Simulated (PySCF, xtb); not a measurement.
C2H4FNOSi, SMILES O=C/N=C/[SiH2]F. One conformer was computed; it need not be the lowest.

Harmonic wavenumbers (cm⁻¹) from GFN2-xTB (xtb 6.7.1) at its own minimum, in rising order: 30, 94, 110, 194, 226, 316, 482, 547, 616, 707, 713, 746, 825, 841, 912, 1064, 1297, 1345, 1731, 1815, 2359, 2377, 2689, 2848.

**Question.** What does PySCF 2.14.0 with PBE-D3(BJ)/def2-SVP give at its own minimum? (An estimate is asked for; the answer gives what the named calculation found.)

**Answer.** 28, 81, 123, 135, 273, 312, 518, 668, 697, 724, 833, 882, 914, 932, 987, 1023, 1279, 1341, 1685, 1756, 2191, 2206, 2851, 2918. Paired by order, the mean absolute difference is 68 cm⁻¹ and the zero-point energies are 35.6 and 36.2 kcal/mol.
